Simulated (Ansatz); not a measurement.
Mulliken charges of ClFGeH₄OSi, SMILES `[OH][GeH]([F])[SiH2]Cl` from r2SCAN/def2-TZVPP in Ansatz (PBE0-D4/def2-TZVP geometry).

```json
{"atom": "O1", "x (Å)": "1.288", "y (Å)": "1.475", "z (Å)": "-0.770", "charge (e)": "-0.421"}
{"atom": "Ge2", "x (Å)": "1.087", "y (Å)": "-0.167", "z (Å)": "-0.155", "charge (e)": "0.645"}
{"atom": "F3", "x (Å)": "1.771", "y (Å)": "-0.217", "z (Å)": "1.450", "charge (e)": "-0.381"}
{"atom": "Si4", "x (Å)": "-1.244", "y (Å)": "-0.637", "z (Å)": "0.136", "charge (e)": "0.318"}
{"atom": "Cl5", "x (Å)": "-2.100", "y (Å)": "1.177", "z (Å)": "0.613", "charge (e)": "-0.246"}
{"atom": "H6", "x (Å)": "0.664", "y (Å)": "2.095", "z (Å)": "-0.382", "charge (e)": "0.199"}
{"atom": "H7", "x (Å)": "1.975", "y (Å)": "-1.055", "z (Å)": "-1.034", "charge (e)": "-0.012"}
{"atom": "H8", "x (Å)": "-1.863", "y (Å)": "-1.128", "z (Å)": "-1.118", "charge (e)": "-0.055"}
{"atom": "H9", "x (Å)": "-1.492", "y (Å)": "-1.589", "z (Å)": "1.242", "charge (e)": "-0.047"}
```

Problem. By hand: the dipole of these point charges (1 e Å = 4.8032 D).

Solution. Σ q r = (-0.114, -0.572, -0.496) e Å, of length 0.766 e Å = 3.68 D.

Problem. How does the dipole of the full density compare? (An estimate is asked.)

Solution. The calculation gave: (-0.352, -0.259, -0.229) e Å, 2.37 D; the point charges give 1.55 times that, at 37° from its direction.

Point charges leave out the atoms' own dipoles, such as those of lone pairs, and Mulliken's split depends on the basis, so the two needn't agree.
